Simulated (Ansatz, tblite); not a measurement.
Cost and result up the ladder for Be₅Se₅ (the lowest singlet isomer of a short search) (10 atoms). Charge 0, multiplicity 1. Geometry: PBE-D4/def2-SVP.

```xyz
10

Be   -0.2738    1.8049    1.3571
Be    1.6132   -0.1321   -0.1772
Be   -1.0901    0.8318   -0.7129
Be   -0.0367   -1.2757    1.0112
Be   -0.0217   -1.3584   -1.3376
Se   -1.8639   -1.1892   -0.1788
Se    1.1333    0.3936    1.9523
Se    0.6965    0.5858   -2.0228
Se   -1.6743    2.6647    0.2400
Se    1.5176   -2.3255   -0.1311
```

Ansatz on 4 threads of Arm Neoverse V2 on a shared host; xTB runs through tblite on one thread. Times are rough, summed over both states, and most runs start from the orbitals of an earlier one. B2PLYP/def2-TZVP serves as the yardstick here, not as an exact answer. Differences are given only for rows in sets of like size (and for xTB, whose basis is part of the method), since another set adds its own error. The other state is a triplet at its own geometry, which has other bonds, so the gap mixes isomer and spin.

The xTB rows come from tblite. Correlated methods freeze 45 core orbitals; core or outer-core shells of Se are correlated, in sets that lack core-valence functions. The structure comes from a short search, and lower isomers may exist.

Correlated methods converge slowly with the basis.

xTB has no spin-polarisation term.

```json
{"level": "GFN1-xTB", "functions": "65", "triplet − singlet (eV)": "2.72", "difference from B2PLYP/def2-TZVP (eV)": "0.15"}
{"level": "PBE0-D4/def2-TZVP", "functions": "335", "triplet − singlet (eV)": "2.20", "difference from B2PLYP/def2-TZVP (eV)": "-0.37"}
{"level": "GFN2-xTB", "functions": "65", "triplet − singlet (eV)": "3.72", "difference from B2PLYP/def2-TZVP (eV)": "1.15"}
{"level": "r2SCAN-D4/def2-TZVP", "functions": "335", "triplet − singlet (eV)": "2.12", "difference from B2PLYP/def2-TZVP (eV)": "-0.46"}
{"level": "PBE-D4/def2-TZVP", "functions": "335", "triplet − singlet (eV)": "1.88", "difference from B2PLYP/def2-TZVP (eV)": "-0.69"}
{"level": "B2PLYP/def2-TZVP", "functions": "335", "triplet − singlet (eV)": "2.57", "difference from B2PLYP/def2-TZVP (eV)": "0.00"}
{"level": "HF/STO-3G", "functions": "115", "triplet − singlet (eV)": "3.93", "difference from B2PLYP/def2-TZVP (eV)": "–"}
```

(1) Estimate how long each takes.

Answers

(1) GFN1-xTB 0.024 s; GFN2-xTB 0.048 s; HF/STO-3G 7.4 s; PBE-D4/def2-TZVP 35 s; r2SCAN-D4/def2-TZVP 85 s; PBE0-D4/def2-TZVP 93 s; B2PLYP/def2-TZVP 2.4 min. On shared hardware such times vary by a factor of up to 3.
